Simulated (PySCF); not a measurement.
Cartesian coordinates (Å):
```xyz
3

Cd     0.0000     0.0000     0.0000
Br    -0.1074    -1.7100     1.7087
Br     0.1074     1.7100    -1.7087
```
Charge 0, multiplicity 1.

### Question
Give the dipole moment, HOMO–LUMO gap, charge on the central atom (Mulliken), HOMO, total energy and LUMO at the level PySCF 2.14.0 with TPSSh-D3(BJ)/def2-TZVP // PBE-D3(BJ)/def2-SVP.

### Answer

| Item | Result |
|---|---|
| dipole moment | 0.00 D |
| HOMO–LUMO gap | 4.95 eV |
| charge on the central atom (Mulliken) | 0.73 e |
| HOMO | -7.72 eV |
| total energy | -5315.9533 Ha |
| LUMO | -2.77 eV |
